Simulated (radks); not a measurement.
The numbers below are computed, except where a source is named.
Excited configurations of the tungsten ion W26+: one electron is placed in a higher orbital outside [Kr] 4d10 4f1. The ground configuration is [Kr] 4d10 4f2. Level of theory: Dirac Kohn-Sham, PBEsol, spin-unpolarised, spherical densities, point nucleus; open shells fill j = l - 1/2 first (a radial shooting solver on a logarithmic mesh with Libxc functionals). Excitation = E - E(ground); binding = E(ion) - E, where the ion is the core of charge +27; n* = 27/sqrt(2 binding) in atomic units. These energies are relativistic, and a one-electron ion of charge +27 with no core already has n* below n in this formula (Dirac formula, point nucleus: 5p1/2 4.983, 5d3/2 4.993, 5f5/2 4.996, 6s1/2 5.983, 6p1/2 5.983, 6d3/2 5.993). The quantum defect is therefore taken as that value minus n*, so that it holds no relativistic shift of the bare ion.

| outer orbital | excitation (eV) | binding (eV) | n* | quantum defect | eigenvalue (eV) | <r> (bohr) |
|---|---|---|---|---|---|---|
| 5p1/2 | 164.06 | 666.73 | 3.857 | 1.126 | -652.91 | 0.8090 |
| 5d3/2 | 261.02 | 569.78 | 4.172 | 0.821 | -557.11 | 0.8764 |
| 5f5/2 | 347.34 | 483.46 | 4.529 | 0.467 | -471.41 | 0.9204 |
| 6s1/2 | 392.59 | 438.21 | 4.758 | 1.225 | -430.58 | 1.271 |
| 6p1/2 | 414.03 | 416.76 | 4.878 | 1.104 | -409.35 | 1.303 |
| 6d3/2 | 462.79 | 368.00 | 5.192 | 0.801 | -361.18 | 1.406 |

The Delta-SCF ionisation energy is 830.80 eV (NIST Atomic Spectra Database: 833 eV, semi-empirical). Self-interaction in the functional shifts the binding energies and quantum defects, so they are the method's values and not measured ones. Spin polarisation and multiplet splitting are left out, so open shells lie too high by an amount that depends on their filling.

Beside tabulated values, note that spin-unpolarised runs miss the spin-polarisation part of the exchange energy of open shells.
